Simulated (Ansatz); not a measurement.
Program: Ansatz. Geometries: PBE0-D4/def2-TZVP. ΔE: electronic, gas phase. CBS: MP2 limit from def2 TZ/QZ plus the TZ coupled-cluster correction, frozen cores. DFT in def2-TZVPP. B3LYP here is the variant with VWN-RPA as its local correlation; programs differ in this. For Br outer-core shells are correlated without core-valence functions, which leaves a few kJ/mol of doubt a bond. Scalar relativity is left out up to krypton.

Consider the formal exchange of groups at a B–C bond: `BC1=CC1F` + `[SiH3]Br` → `B[SiH2]Br` + `FC1C=C1`.

```
           level  ΔE (kJ/mol)
       r2SCAN-D4         72.1
        PBE-QIDH         63.7
           B3LYP         69.7
         r2SCAN0         67.3
           BHLYP         65.9
    MP2/def2-SVP         71.5
CCSD(T)/def2-SVP         65.2
    HF/CBS(def2)         60.4
```

(1) What does CCSD(T)/CBS give? (Best estimate.)

(2) What do rigid-rotor, harmonic-oscillator terms from PBE0-D4/def2-TZVP frequencies (298.15 K, 1 bar) make of the CCSD(T)/CBS value? (Best estimate.)

Largest T1 diagnostic among the species: 0.013.

## Answers

(1) Computed: +60.9 kJ/mol. The listed levels differ from it by 11.2, 2.8, 8.8, 6.4, 5.0, 10.6, 4.3, -0.5 kJ/mol.

(2) Computed: ΔZPE = +3.0 kJ/mol, ΔH = +64.4 kJ/mol, ΔS = 16 J/(mol·K), ΔG = +59.7 kJ/mol.

At CCSD(T), def2-SVP lies +4.3 kJ/mol from the extrapolated value and def2-TZVPP +0.6 kJ/mol. From BLYP to BHLYP (50 % exact exchange), in def2-TZVPP and without D4, ΔE moves by −7.8 kJ/mol.
